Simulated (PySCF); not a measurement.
SnClI, SMILES [Cl][Sn][I] (connectivity only; charge and spin as stated), neutral, multiplicity 1. Atoms are numbered in the order given.

```xyz
3

Sn     0.6931    -0.9940     0.0000
Cl    -1.4103    -2.1639     0.0000
I     -0.2015     1.6318     0.0000
```

Coordinates come from a B3LYP-D3(BJ)/def2-SVP optimisation. The def2 effective core potentials stand for the cores of I, Sn; spin–orbit coupling is left out.

All values below come from HF/def2-TZVPD (PySCF).

Mulliken values depend strongly on the basis, most of all with diffuse functions as here. ESP charges are fitted to the potential on shells at 1.4 to 2.0 van der Waals radii. Atomic charges (e):

```csv
atom,ESP fit,Mulliken
Sn1,[?],0.77
Cl2,[?],-0.51
I3,[?],-0.27
```

Task: Fill in the missing entries. (An estimate is asked for; the answer gives what the named calculation found.)

Result: 
- Sn1, ESP fit: 0.47
- Cl2, ESP fit: -0.26
- I3, ESP fit: -0.21
